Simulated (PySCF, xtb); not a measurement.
C2H3ClFNSi, SMILES C#C[Si@@](N)(F)Cl. The values are those of a single conformer.

Harmonic wavenumbers (cm⁻¹) from GFN2-xTB (xtb) at its own minimum, in rising order: 93, 117, 157, 176, 216, 257, 302, 311, 446, 485, 672, 685, 686, 782, 842, 946, 1500, 2215, 3361, 3496, 3535.

Problem. What does PySCF with B3LYP-D3(BJ)/def2-SVP give at its own minimum? (An estimate is asked for; the answer gives what the named calculation found.)

Solution. 111, 122, 166, 242, 267, 295, 309, 357, 396, 532, 654, 747, 758, 824, 866, 958, 1524, 2164, 3455, 3587, 3688. Paired by order, the mean absolute difference is 47 cm⁻¹ and the zero-point energies are 30.4 and 31.5 kcal/mol.
